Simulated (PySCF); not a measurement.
C3H9Ge, SMILES [CH3][Ge]([CH3])[CH3], multiplicity 2. The structure is a stationary point at PBE-D3(BJ)/def2-SVP.

All values below come from PBE-D3(BJ)/def2-SVP in PySCF.

Harmonic wavenumbers (cm⁻¹): 111, 116, 116, 163, 163, 166, 526, 569, 569, 670, 670, 673, 803, 804, 804, 1174, 1174, 1191, 1367, 1377, 1377, 1381, 1381, 1394, 2965, 2965, 2966, 3068, 3068, 3068, 3094, 3094, 3094. Rotational constants (GHz): 4.756, 4.756, 2.870; symmetry number 3.

### Question
Work out the zero-point energy and the ideal-gas rigid-rotor harmonic-oscillator thermochemistry at 298.15 K and 1 atm.

### Answer
ZPE = ½ Σ hcν = ½ × 46120 cm⁻¹ = 275.86 kJ/mol. H − E(el) = 299.56 kJ/mol. Entropy in J/(mol K): translation 168.22, rotation 99.68, vibration 86.16, spin 5.76, total 359.82. G − E(el) = 192.28 kJ/mol. Cp = 120.25 J/(mol K). Modes under 150 cm⁻¹ make the vibrational entropy uncertain.
